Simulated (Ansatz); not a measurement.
`C=C(N)S[SiH3]`, 12 atoms. Charge 0, multiplicity 1. All runs use 4 threads of a server CPU on a shared host. Correlated methods freeze the cores.

(1) Give the basis size and wall time and peak host memory of each of these runs in Ansatz. RKS ωB97M-V/def2-SVP energy; RKS PBE0-D4/def2-TZVP frequencies; RHF-CCSD(T)/def2-TZVPP energy; RHF-CCSD(T)/def2-SVP energy; RKS PBE0-D4/def2-TZVP relaxation (8 steps); RKS B2PLYP (frozen core)/def2-TZVPP energy; RHF-MP2/def2-QZVPP energy; direct RPA on PBE orbitals/def2-TZVPP energy; RKS PBE0-D4/def2-QZVPP energy; RKS PBE0-D4/def2-SVP energy; RKS ωB97M-V/def2-QZVPP energy; RKS PBE0-D4/def2-TZVPP energy. (Estimate.)

Results:

(1) The calculation gave: Other jobs shared the machine, so times are rough.

```json
{"level": "RKS PBE0-D4/def2-SVP", "job": "energy", "functions": "113", "wall time": "1.2 s", "peak host memory (GiB)": "0.27"}
{"level": "RKS ωB97M-V/def2-SVP", "job": "energy", "functions": "113", "wall time": "2.8 s", "peak host memory (GiB)": "0.38"}
{"level": "RKS PBE0-D4/def2-TZVPP", "job": "energy", "functions": "275", "wall time": "3.1 s", "peak host memory (GiB)": "0.77"}
{"level": "direct RPA on PBE orbitals/def2-TZVPP", "job": "energy", "functions": "275", "wall time": "4.2 s", "peak host memory (GiB)": "0.78"}
{"level": "RHF-CCSD(T)/def2-SVP", "job": "energy", "functions": "113", "wall time": "4.5 s", "peak host memory (GiB)": "0.55"}
{"level": "RKS B2PLYP (frozen core)/def2-TZVPP", "job": "energy", "functions": "275", "wall time": "6 s", "peak host memory (GiB)": "0.77"}
{"level": "RKS PBE0-D4/def2-QZVPP", "job": "energy", "functions": "521", "wall time": "8 s", "peak host memory (GiB)": "2.1"}
{"level": "RKS ωB97M-V/def2-QZVPP", "job": "energy", "functions": "521", "wall time": "16 s", "peak host memory (GiB)": "2.5"}
{"level": "RHF-MP2/def2-QZVPP", "job": "energy", "functions": "521", "wall time": "22 s", "peak host memory (GiB)": "3.6"}
{"level": "RKS PBE0-D4/def2-TZVP", "job": "relaxation (8 steps)", "functions": "209", "wall time": "22 s", "peak host memory (GiB)": "0.61"}
{"level": "RHF-CCSD(T)/def2-TZVPP", "job": "energy", "functions": "275", "wall time": "100 s", "peak host memory (GiB)": "7.2"}
{"level": "RKS PBE0-D4/def2-TZVP", "job": "frequencies", "functions": "209", "wall time": "2.4 min", "peak host memory (GiB)": "0.62"}
```
